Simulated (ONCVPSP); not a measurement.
**S (Z = 16), ONCV: configuration errors across variants**

S, optimised norm-conserving Vanderbilt (ONCV), made with ONCVPSP 4.0.1 (LDA (Perdew-Wang 92), scalar-relativistic). Core [He], reference 2s2 2p6 3s2 3p4. Waves: 2s+3s: rc 0.95 bohr, ncon 4, nbas 8, qcut 15.3 1/bohr, 2 projectors; 2p+3p: rc 0.75 bohr, ncon 4, nbas 7, qcut 21.2 1/bohr, 2 projectors; d scattering state at 0.1 Ha: rc 0.90 bohr, ncon 4, nbas 8, qcut 12.4 1/bohr, 2 projectors, debl 1.9 Ha. Local part: polynomial inside 0.60 bohr (lpopt 4, dvloc0 0 Ha). Core correction: Teter function, fcfact 3, rcfact 1.5.

All-electron excitation energies from the reference (eV): (1) 2s2 2p6 3s2 3p3 11.858; (2) 2s2 2p6 3s2 3p2 34.228; (3) 2s2 2p6 3s2 3p1 68.382; (4) 2s2 2p6 3s2 3p3.5 4.706.

2 further variants failed, have other tests or another functional or relativity, and are left out.

Errors AE − PS in meV (a dash: test not solved or not reliable):

| change | (1) | (2) | (3) | (4) | bound ghosts | GHOST(+) flags above zero |
| --- | --- | --- | --- | --- | --- | --- |
| base | +0.8 | +3.2 | +9.9 | +0.3 | none | none |
| core correction none | +0.8 | +3.3 | +10 | +0.3 | none | none |
| d: debl 4.15 | +0.8 | +3.2 | +9.9 | +0.3 | none | none |
| d: qcut 18 | +0.8 | +3.2 | +9.9 | +0.3 | none | none |
| s: rc 1 | +0.8 | +3.3 | +10 | +0.3 | none | none |
| core correction Teter function, fcfact 1, rcfact 1.5 | +0.8 | +3.3 | +10.0 | +0.3 | none | none |
| d: rc 0.75, qcut 14.9 | +0.8 | +3.2 | +9.9 | +0.3 | none | none |

(1) Give the same row for: p: qcut 19.3.

Answers

(1) +0.8, +3.4, +11, +0.3; bound ghosts: none; GHOST(+) flags above zero: none.
